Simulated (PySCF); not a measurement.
Zn(CN)2, C2N2Zn (singlet state).
SMILES: `N#[C][Zn][C]#N`

The closed-shell ground state was solved at several levels (PySCF, density fitting, gas phase, non-relativistic). Isolated species at its PBE0-D3(BJ)/def2-SVP geometry, gas phase.

| level | basis functions | HOMO (eV) | LUMO (eV) | gap (eV) | dipole (D) |
| --- | --- | --- | --- | --- | --- |
| PBE/pcJ-1 (pcSseg-1 on Zn) | 153 | -8.62 | -2.74 | 5.88 | 0.04 |
| PBE0/pcSseg-1 (pcSseg-2 on Zn) | 141 | -10.19 | -1.97 | 8.22 | 0.04 |
| PBE/pcSseg-1 (pcSseg-2 on Zn) | 141 | -8.65 | -2.90 | 5.75 | 0.04 |
| B3LYP/pcSseg-1 (pcSseg-2 on Zn) | 141 | -9.90 | -2.25 | 7.65 | 0.04 |

**Question.** Estimate the row for B3LYP/def2-SVPD, a basis of 114 functions; the other rows only guide the guess.

**Answer.** HOMO -9.95 eV, LUMO -2.66 eV, gap 7.29 eV, dipole 0.04 D.

**Question.** Over all these levels, which gives the widest orbital gap and which the narrowest?

**Answer.** PBE0/pcSseg-1 (pcSseg-2 on Zn) (global hybrid, 25 % exact exchange) has the widest, 8.22 eV, and PBE/pcSseg-1 (pcSseg-2 on Zn) (GGA) the narrowest, 5.75 eV. The two share the basis. From the narrowest to the widest the HOMO moves by -1.54 eV and the LUMO by +0.93 eV.

**Question.** In the pcSseg-1 (pcSseg-2 on Zn) basis, how does the gap go with the fixed share of exact exchange?

**Answer.** PBE (0 %) 5.75 eV; B3LYP (20 %) 7.65 eV; PBE0 (25 %) 8.22 eV. Each rise in the share widens the gap here.

**Question.** How far do the dipole and the HOMO energy spread over the levels?

**Answer.** The dipole runs from 0.04 to 0.04 D (mean 0.04 D) and the HOMO from -10.19 to -8.62 eV.
